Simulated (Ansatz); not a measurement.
`[O]=[W](=[O])([OH])[Cl]` + H₂O → `[O]=[W](=[O])([OH])[OH]` + HCl  (formal hydrolysis of a W–Cl bond)

Computed with Ansatz on PBE0-D4/def2-TZVP structures; ΔE is electronic, products minus reactants. CCSD(T)/CBS is the MP2 limit (def2-TZVPP, def2-QZVPP) plus CCSD(T) − MP2 in def2-TZVPP, frozen cores. This one scheme is used for every species. Functionals use def2-TZVPP. def2 core potentials past Kr. For W outer-core shells are correlated without core-valence functions, which leaves a few kJ/mol of doubt a bond. One conformer a species, not always the lowest.

`[O]=[W](=[O])([OH])[Cl]`:

Cartesian coordinates in Å:
```
O -0.811 -1.714 -0.507
W 0.110 -0.394 0.035
O 0.160 -0.455 1.730
O -0.730 1.185 -0.519
Cl 2.218 -0.557 -0.779
H -0.947 1.936 0.040
```

H₂O:

Cartesian coordinates in Å:
```
O -0.287 -0.129 -0.230
H -0.129 0.773 0.057
H 0.415 -0.645 0.172
```

`[O]=[W](=[O])([OH])[OH]`:

Z-matrix (Å, degrees):
```
W
O 1 1.704
O 1 1.881 2 108.7
O 1 1.704 2 108.9 3 119.7
O 1 1.881 2 109.9 3 -121.3
H 3 0.960 1 125.0 2 128.8
H 5 0.960 1 125.0 2 9.8
```

HCl:

Cartesian coordinates in Å:
```
Cl 0.194 0.155 0.589
H -0.194 -0.155 -0.589
```

Task: Is it downhill or uphill in electronic energy at CCSD(T)/CBS, and by how much? (An estimate is asked.)

Result: Ansatz gave: Uphill: ΔE = +7.0 kcal/mol.

Task: What do these levels give: r2SCAN-D4, PBE0-D4, ωB97X-V, BLYP, r2SCANh, RPA@PBE/def2-TZVPP, HF/def2-SVP, HF/def2-TZVPP, MP2/def2-TZVPP, CCSD(T)/def2-TZVPP, HF/def2-QZVPP, CCSD/CBS(def2)? (Estimate.)

Result: Ansatz gave: r2SCAN-D4 5.7, PBE0-D4 6.4, ωB97X-V 4.4, BLYP 4.5, r2SCANh 5.8, RPA@PBE/def2-TZVPP 5.3, HF/def2-SVP 3.4, HF/def2-TZVPP 3.8, MP2/def2-TZVPP 9.5, CCSD(T)/def2-TZVPP 6.0, HF/def2-QZVPP 4.0, CCSD/CBS(def2) 6.1 kcal/mol.

Largest T1 diagnostic among the species: 0.023, so the coupled-cluster value is less sure than usual.

Leaving LDA and LC-ωPBE aside and taking each functional with its dispersion term where it has one, the values, not all of them listed here, spread over 3.6 kcal/mol, from CAM-B3LYP-D4 to PBE-QIDH. LDA lies −1.1 kcal/mol from PBE without D4. At CCSD(T), def2-SVP lies −2.7 kcal/mol from the extrapolated value and def2-TZVPP −1.0 kcal/mol. In def2-TZVPP, CCSD(T) changes the Hartree–Fock value by +2.2 kcal/mol (the triples alone add +0.9 kcal/mol) and MP2 by +5.7 kcal/mol.
